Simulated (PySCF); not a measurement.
## Correlation energy of F⁺ (fluorine, charge +1)

[He] 2s2 2p4, high-spin 3P determinant. Computed with PySCF 2.14 in jorge-DZP-DKH (4s2p1d, 15 functions), with scalar relativity by spin-free X2C-1e. Frozen: 1s2; 6 electrons correlated.

MP2 pair energies summed by pair of shells (mhartree):

```
 pair  energy  share (%)
2s-2p  -42.08       46.6
2p-2p  -40.64       45.0
2s-2s   -7.66        8.5
```

Total MP2 correlation energy: -90.38 mhartree.

Same-spin part -21.32 and opposite-spin part -69.06 mhartree; SCS-MP2 scales them by 1/3 and 6/5 to -89.98 mhartree.

```json
{"level": "CCSD", "correlation energy (mhartree)": "-103.46"}
{"level": "(T)", "correlation energy (mhartree)": "-0.88"}
{"level": "CCSD(T)", "correlation energy (mhartree)": "-104.34"}
```

Diagnostics: T1 = 0.0045, D1 = 0.0078, largest double amplitude 0.037.

Cost of the coupled-cluster step: 0.1 s of wall time on 1 thread of Neoverse-V1 (shared host), for 6 correlated electrons.

Iterations:

```
CC2 = 0
CCSD nocc = (np.int64(4), np.int64(2)), nmo = (14, 14)
frozen orbitals [[0], [0]]
max_cycle = 100
direct = 0
conv_tol = 1e-08
conv_tol_normt = 1e-06
diis_space = 8
diis_start_cycle = 0
Init t2, MP2 energy = -0.0903768301922331
Init E_corr(UCCSD) = -0.0903768301931337
cycle = 1  E_corr(UCCSD) = -0.100860704440694  dE = -0.0104838742  norm(t1,t2) = 0.0210043
cycle = 2  E_corr(UCCSD) = -0.102770208861184  dE = -0.00190950442  norm(t1,t2) = 0.00601818
cycle = 3  E_corr(UCCSD) = -0.103482640809218  dE = -0.000712431948  norm(t1,t2) = 0.00251221
cycle = 4  E_corr(UCCSD) = -0.103450659151015  dE = 3.19816582e-05  norm(t1,t2) = 0.000681488
cycle = 5  E_corr(UCCSD) = -0.103459575467519  dE = -8.9163165e-06  norm(t1,t2) = 0.000103112
cycle = 6  E_corr(UCCSD) = -0.103459132337977  dE = 4.43129543e-07  norm(t1,t2) = 1.48062e-05
cycle = 7  E_corr(UCCSD) = -0.103459172158152  dE = -3.98201754e-08  norm(t1,t2) = 2.83201e-06
cycle = 8  E_corr(UCCSD) = -0.103459164563376  dE = 7.59477596e-09  norm(t1,t2) = 6.27546e-07
UCCSD converged
E(UCCSD) = -99.01096477414127  E_corr = -0.1034591645633761
UCCSD(T) correction = -0.000881895099503618
```
